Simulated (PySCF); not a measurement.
C6H13OP.
Structure used (GFN2-xTB), in Å, numbered top down from 1:
```xyz
21
C6H13OP angstrom
C      2.754    0.348    0.737
P      1.094    1.023    0.376
O      1.127    2.388   -0.154
C      0.271   -0.222   -0.704
C     -0.313   -1.360    0.133
C     -1.751   -0.916    0.466
C     -1.940    0.444   -0.217
C     -0.935    0.433   -1.362
H      2.722   -0.679    1.087
H      3.341    0.412   -0.179
H      3.218    0.983    1.490
H      0.447    0.904    1.607
H      1.016   -0.560   -1.433
H      0.275   -1.530    1.036
H     -0.319   -2.287   -0.441
H     -2.468   -1.638    0.072
H     -1.914   -0.845    1.541
H     -1.672    1.254    0.467
H     -2.964    0.601   -0.552
H     -1.296   -0.171   -2.197
H     -0.701    1.435   -1.721
```

IAO charges (e) from the PBE0/pcSseg-1 density (PySCF), one withheld:

```
atom      bonded to   charge
  C1  P2 H9 H10 H11  -0.6897
  P2   C1 O3 C4 H12        ?
  O3             P2  -0.9275
  C4   P2 C5 C8 H13  -0.3587
  C5  C4 C6 H14 H15  -0.2672
  C6  C5 C7 H16 H17  -0.2705
  C7  C6 C8 H18 H19  -0.2616
  C8  C7 C4 H20 H21  -0.2617
  H9             C1  +0.1575
 H10             C1  +0.1678
 H11             C1  +0.1705
 H12             P2  -0.1171
 H13             C4  +0.1462
 H14             C5  +0.1254
 H15             C5  +0.1418
 H16             C6  +0.1374
 H17             C6  +0.1374
 H18             C7  +0.1313
 H19             C7  +0.1418
 H20             C8  +0.1317
 H21             C8  +0.1571
```

Q: What is the charge on P2?

A: The charges add up to the total charge, 0. The others sum to -1.4081, which leaves +1.4081 e for P2 (phosphoryl phosphorus); the computed value is +1.4080, the difference coming from rounding.

Q: Add each hydrogen's charge to the atom that carries it.

A: C1 -0.1939, P2 +1.2909, C4 -0.2125, C5 0.0000, C6 +0.0043, C7 +0.0115, C8 +0.0271. Atoms without hydrogen keep their charges.

Q: Across which bond do the charges differ most?

A: P2–O3: +1.4080 on P2 against -0.9275 on O3, a difference of 2.3355 e. The lower charge is on the more electronegative element of the two (Pauling values: O 3.44, P 2.19).

Q: Take the bonds between elements whose Pauling electronegativities differ by more than 0.25. In how many does the more electronegative atom carry the lower charge?

A: In 15 of 15.

Q: How much positive and how much negative charge does this set hold in all?

A: +3.1539 e on 13 atoms and -3.1540 e on 8.

The IAO scheme projects the occupied orbitals on a minimal set of polarised atomic orbitals and counts the electrons in each atom's part of it. Geometry: GFN2-xTB, one conformer, isolated molecule.
